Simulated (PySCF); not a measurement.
## Distorted geometries of [Nd(H2O)3]3+

[Nd(H2O)3]3+ (singlet in the valence; each metal's 4f electrons, 3 of them, lie in its core potential, out of spins and levels). PySCF 2.14.0, RKS PBE0, Nd lcecp-1-SVP with ECP49, O def2-SVP, H def2-SVP; non-relativistic Hamiltonian with scalar-relativistic core potentials where named; density fitting; no spin-orbit coupling. Relaxed geometry:

```xyz
10

Nd    0.0000    0.0000    0.0000
O     2.3218    0.0000    0.0000
H     2.9376    0.7691    0.0659
H     2.9376   -0.7691   -0.0659
O    -1.1609    2.0107    0.0000
H    -2.1349    2.1595    0.0659
H    -0.8028    2.9286   -0.0659
O    -1.1609   -2.0107    0.0000
H    -0.8027   -2.9286    0.0659
H    -2.1348   -2.1595   -0.0659
```

Order these distorted geometries by energy above the relaxed one, lowest first.
A.
```xyz
10

Nd   -0.0105   -0.1029    0.0367
O     2.2616   -0.0422    0.1321
H     2.8964    0.7088    0.1278
H     2.8415   -0.5898   -0.2875
O    -1.1585    2.2431    0.0266
H    -1.9673    2.3130    0.0403
H    -0.7965    2.7463   -0.0142
O    -0.9964   -2.1137   -0.0440
H    -0.7418   -3.2389    0.0317
H    -2.3285   -1.9237   -0.0493
```
B.
```xyz
10

Nd    0.0657   -0.0195   -0.0360
O     2.3079   -0.0227    0.0051
H     2.9374    0.7534    0.0478
H     2.9270   -0.6986   -0.0658
O    -1.1996    2.0264   -0.0114
H    -2.1274    2.1193    0.0776
H    -0.8142    2.9185   -0.0440
O    -1.1462   -1.9912   -0.0223
H    -0.8113   -2.9627    0.0771
H    -2.1393   -2.1229   -0.0281
```
C.
```xyz
10

Nd    0.0062    0.0022   -0.0162
O     2.3077    0.0350   -0.0216
H     2.9913    0.7984    0.0712
H     2.9771   -0.7505   -0.0572
O    -1.1384    1.9964    0.0384
H    -2.1745    2.1459    0.1028
H    -0.8214    2.9369   -0.0990
O    -1.1817   -2.0148    0.0160
H    -0.7924   -2.9454    0.0139
H    -2.1738   -2.2042   -0.0485
```

C (0.21 eV), B (0.34 eV), A (11.87 eV).

Which forces (eV/Å) act in the one that lies 0.34 eV up?


```
Nd  -1.30  0.38 -0.04
O   -1.05  3.40  0.23
H   -0.47 -0.04  0.05
H    2.43 -3.34 -0.29
O    2.97 -1.55 -0.17
H   -2.51  0.53  0.20
H   -0.12  0.61 -0.02
O   -0.02 -1.76  0.31
H   -0.52  1.62 -0.22
H    0.59  0.13 -0.06
```
Forces carry noise of the integration grid, about 0.01 to 0.03 eV/Å.

A frequency check found unstable modes (1, the lowest at -14 cm⁻¹), so the relaxed geometry is a saddle point, or these are noise. An lcecp potential fixes the number of 4f electrons, so in runs with it no electron can move into or out of that shell.
